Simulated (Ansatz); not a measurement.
Cost and result up the ladder for Si₁₄H₂₀, a nanocrystal cut from cubic silicon (34 atoms). The state is a singlet with charge 0. Geometry: PBE-D4/def2-SVP.

Cartesian coordinates in Å:
```
Si -3.309 0.427 -1.167
Si 2.131 0.988 2.638
Si -0.030 2.232 -0.282
Si -1.142 -0.820 1.759
Si -1.392 -2.895 -1.472
Si 1.883 -1.082 -0.587
Si -0.272 0.164 -3.519
Si 0.275 -0.166 3.519
Si -1.887 1.080 0.590
Si -2.130 -0.986 -2.638
Si 1.392 2.896 1.470
Si 3.309 -0.425 1.165
Si 1.140 0.820 -1.756
Si 0.026 -2.233 0.285
H -3.798 1.647 -1.907
H -4.507 -0.302 -0.608
H 3.042 1.410 3.766
H -0.516 3.443 -1.044
H -2.340 -1.562 2.307
H -2.577 -3.646 -0.915
H -0.647 -3.813 -2.410
H 2.620 -1.990 -1.544
H -0.735 1.382 -4.282
H 0.482 -0.733 -4.470
H -0.478 0.728 4.475
H 0.742 -1.385 4.277
H -2.625 1.989 1.545
H -3.041 -1.408 -3.768
H 0.652 3.818 2.408
H 2.577 3.643 0.908
H 4.503 0.306 0.601
H 3.804 -1.642 1.907
H 2.340 1.562 -2.299
H 0.510 -3.446 1.046
```

Ansatz on 2 threads of AMD EPYC 7R13 on a shared host and a share (18 GiB) of an NVIDIA H100 80GB HBM3. Times are rough, and most runs start from the orbitals of an earlier one. PBE0-D4/def2-TZVP serves as the yardstick here, not as an exact answer. Differences are given only for rows in sets of like size (and for xTB, whose basis is part of the method), since another set adds its own error. Binding counts from free atoms at the same level (Si triplet, H doublet; other spins of the atoms weren't run), without zero-point energy or a counterpoise term.

HSE06 is defined as in plane-wave codes, on full-range PBE exchange. Correlated methods freeze 70 core orbitals. The rows differ in basis, and correlated rows in double-zeta sets carry the largest basis error. Single mean-field runs in def2-TZVP are fitted with def2-universal-jkfit.

Correlated methods converge slowly with the basis, most of all in double-zeta sets.

| level | functions | wall time |
| --- | --- | --- |
| PBE0-D4/def2-SVP | 352 | 7 s |
| PBE-D4/def2-TZVP (with forces) | 638 | 7.5 s |
| LDA (SPW92)/def2-TZVP | 638 | 7.5 s |
| PBE0-D4/def2-TZVP | 638 | 7.5 s |
| PBE-D4/def2-SVP | 352 | 8 s |
| r2SCANh-D4/def2-TZVP | 638 | 11 s |
| r2SCAN-D4/def2-TZVP (with forces) | 638 | 12 s |
| HSE06-D4/def2-TZVP | 638 | 13 s |
| CCSD(T)/def2-SVP | 352 | 27 s |

**Question.** Estimate what each level gives for the binding energy per atom (eV).

**Answer.** 
```json
{"level": "PBE0-D4/def2-SVP", "binding energy per atom (eV)": "3.25", "difference from PBE0-D4/def2-TZVP (eV)": "–"}
{"level": "PBE-D4/def2-TZVP (with forces)", "binding energy per atom (eV)": "3.25", "difference from PBE0-D4/def2-TZVP (eV)": "0.00"}
{"level": "LDA (SPW92)/def2-TZVP", "binding energy per atom (eV)": "3.60", "difference from PBE0-D4/def2-TZVP (eV)": "0.35"}
{"level": "PBE0-D4/def2-TZVP", "binding energy per atom (eV)": "3.25", "difference from PBE0-D4/def2-TZVP (eV)": "0.00"}
{"level": "PBE-D4/def2-SVP", "binding energy per atom (eV)": "3.25", "difference from PBE0-D4/def2-TZVP (eV)": "–"}
{"level": "r2SCANh-D4/def2-TZVP", "binding energy per atom (eV)": "3.26", "difference from PBE0-D4/def2-TZVP (eV)": "0.01"}
{"level": "r2SCAN-D4/def2-TZVP (with forces)", "binding energy per atom (eV)": "3.27", "difference from PBE0-D4/def2-TZVP (eV)": "0.02"}
{"level": "HSE06-D4/def2-TZVP", "binding energy per atom (eV)": "3.25", "difference from PBE0-D4/def2-TZVP (eV)": "0.00"}
{"level": "CCSD(T)/def2-SVP", "binding energy per atom (eV)": "3.00", "difference from PBE0-D4/def2-TZVP (eV)": "–"}
```
